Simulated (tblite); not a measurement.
C7H10Ge.
Atom-mapped SMILES: `[CH2:1]=[CH:2][C:3]#[C:4][C:5](=[CH2:6])[CH2:7][GeH3:8]` (hydrogens: H9, H10 on C1; H11 on C2; H12, H13 on C6; H14, H15 on C7; H16, H17, H18 on Ge8)

Computed with GFN2-xTB (tblite), gas phase: L-BFGS steps from a force-field or distance-geometry start until the largest atomic force falls under 0.01 eV/Å.

At the end of the run (lengths in Å): Ge8–H16 1.495, Ge8–H17 1.498, Ge8–H18 1.493, C7–Ge8 1.981, C4–C5 1.413, C7–H15 1.092, C5–C7 1.497, C4–C5–C7 115.6°, C6–C5–C7 123.3°, C1–C2–C3 123.5°, C3–C4–C5 177.9°, C4–C5–C7–Ge8 74°, H14–C7–C5–C4 -165°.

Task: These geometries were met on the way; a selection of coordinates is given. Order them by energy above the end point, lowest first.
A. Ge8–H16 1.494, Ge8–H17 1.499, Ge8–H18 1.493, C7–Ge8 1.978, C4–C5 1.417, C7–H15 1.094, C5–C7 1.499, C4–C5–C7 118.8°, C6–C5–C7 120.7°, C1–C2–C3 122.9°, C3–C4–C5 177.9°, C4–C5–C7–Ge8 109°, H14–C7–C5–C4 -131°
B. Ge8–H16 1.511, Ge8–H17 1.517, Ge8–H18 1.512, C7–Ge8 1.998, C4–C5 1.423, C7–H15 1.077, C5–C7 1.517, C4–C5–C7 118.9°, C6–C5–C7 120.3°, C1–C2–C3 122.2°, C3–C4–C5 178.3°, C4–C5–C7–Ge8 109°, H14–C7–C5–C4 -131°
C. Ge8–H16 1.553, Ge8–H17 1.550, Ge8–H18 1.541, C7–Ge8 1.946, C4–C5 1.443, C7–H15 1.114, C5–C7 1.496, C4–C5–C7 119.8°, C6–C5–C7 120.9°, C1–C2–C3 121.3°, C3–C4–C5 178.5°, C4–C5–C7–Ge8 108°, H14–C7–C5–C4 -130°
D. Ge8–H16 1.496, Ge8–H17 1.501, Ge8–H18 1.494, C7–Ge8 1.981, C4–C5 1.411, C7–H15 1.092, C5–C7 1.496, C4–C5–C7 115.8°, C6–C5–C7 122.9°, C1–C2–C3 123.2°, C3–C4–C5 176.0°, C4–C5–C7–Ge8 93°, H14–C7–C5–C4 -147°
E. Ge8–H16 1.494, Ge8–H17 1.498, Ge8–H18 1.493, C7–Ge8 1.981, C4–C5 1.412, C7–H15 1.091, C5–C7 1.501, C4–C5–C7 116.8°, C6–C5–C7 122.6°, C1–C2–C3 123.3°, C3–C4–C5 179.5°, C4–C5–C7–Ge8 109°, H14–C7–C5–C4 -131°

Result: D (0.019 eV), E (0.034 eV), A (0.057 eV), B (0.106 eV), C (0.183 eV).

```tsv
step	E above end (eV)	rms distance from the end, all atoms (Å)	largest force (eV/Å)	rms shift of all bonds from the end (Å)
67	0.019	0.329	0.100	0.001
20	0.034	0.556	0.063	0.001
5	0.057	0.564	0.274	0.003
2	0.106	0.566	1.818	0.012
0	0.183	0.568	1.053	0.027
```

Rows stand in the order of the answer.
